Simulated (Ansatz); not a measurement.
Consider the redistribution: `NB(S)Br` + `N[SiH](N)F` → `NB(N)Br` + `N[SiH](F)S`.

Computed with Ansatz on PBE0-D4/def2-TZVP structures; ΔE is electronic, products minus reactants. CCSD(T)/CBS is the MP2 limit (def2-TZVPP, def2-QZVPP) plus CCSD(T) − MP2 in def2-TZVPP, frozen cores. Functionals use def2-TZVPP. For Br outer-core shells are correlated without core-valence functions, which leaves a few kJ/mol of doubt a bond. Scalar relativity is left out up to krypton. One conformer a species, not always the lowest.

```tsv
level	ΔE (kJ/mol)
PBE	-29.6
CCSD/CBS(def2)	-25.3
```

Task: What does CCSD(T)/CBS give? (Estimate.)

Result: The calculation gave: -24.1 kJ/mol. The listed levels differ from it by -5.5, -1.2 kJ/mol.

Largest T1 diagnostic among the species: 0.011.

In def2-TZVPP, CCSD(T) changes the Hartree–Fock value by +7.3 kJ/mol (the triples alone add +1.2 kJ/mol) and MP2 by +8.4 kJ/mol.
